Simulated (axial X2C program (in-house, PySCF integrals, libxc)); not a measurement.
**What spin–orbit coupling does to RhP⁻**

All values were computed with an in-house relativistic program for diatomic molecules. Spin-free means the one-electron spin-free X2C Hamiltonian; two-component (2c) means X2C with spin–orbit coupling and atomic mean-field two-electron Coulomb and Gaunt terms, so the difference of the two also holds small scalar two-electron terms. Basis: Rh dyall-acv3z [13s13p9d5f3g], P dyall-av3z [9s8p3d2f] (cores contracted in-house); Gaussian nuclei, density fitting, unrestricted open shells. Masses: Rh 102.906 u, P 30.974 u.

Spin-free state: M_S = 3/2, Λ = 0 (beyond evenly filled blocks: σα, π+α, π-α); fragments Rh- + P.

```json
{"level": "PBE0", "Re (Å)": "2.060", "ωe (cm⁻¹)": "482.7", "De (eV)": "3.548", "μ (D)": "-4.14"}
{"level": "B3LYP", "Re (Å)": "2.083", "ωe (cm⁻¹)": "463.2", "De (eV)": "3.454", "μ (D)": "-4.01"}
```

Dipoles are positive if P is the positive end and refer to the centre of mass.

Two-component determinant lowest at the distance of the search:

Ω = 7/2 (⟨Sz⟩ = 1.50, ⟨Lz⟩ = 2.00 at PBE0); fragments Rh- + P.

```csv
level,Re (Å),ωe (cm⁻¹),μ (D)
PBE0,2.110,456.3,-3.80
B3LYP,2.130,439.3,-3.48
```

Q: From the two tables, how do the constants change at the PBE0 level (2c against spin-free)?

A: At the PBE0 level Re rises by 0.050 Å and ωe decreases by 26.4 cm⁻¹. The two determinants differ in configuration, so these shifts compare two states and are not the spin–orbit effect on one state.

The state is a single determinant with fixed occupations, the lowest that a limited PBE0 search found. Dissociation energies refer to the lowest single-determinant-based atoms at the same level and basis. De is not given where an atomic determinant may have missed its ground term or J level, or where the truncated virtual space spoils (T). Density functionals use the spin component along the axis (collinear). Other states lie close and PBE0, whose exact exchange favours high spin, may order them wrongly; the determinant shown need not be the ground state. The nearest other spin-free determinant of the search, M_S = 3/2, Λ = 2, lies 0.03 eV up at the distance of the search. The functionals have no current-density term, which raises determinants with orbital currents, atoms included. With several unpaired electrons one determinant need not be a pure state. A state of lower Ω lies just above, and one determinant can place such states too high, so the state shown need not be the lowest. The search has Ω = 3/2 only 0.09 eV up. The highest occupied level of some functionals is positive through self-interaction error; at Hartree–Fock it is bound.
